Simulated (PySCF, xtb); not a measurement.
(1E)-1-bromobuta-1,3-diene (C₄H₅Br), SMILES Br/C=C/C=C.

GFN2-xTB run with xtb at its own geometry gives an orbital gap of 3.28 eV and a dipole moment of 3.29 D.

Geometry optimised at B3LYP-D3(BJ)/def2-SVP. Other conformers were not sampled.

Problem. What does PySCF with PBE/def2-TZVP give? (Estimate from the structure and the level; the computed values follow.)

Solution. gap 3.60 eV (levels -5.74 and -2.14 eV), dipole 1.31 D.
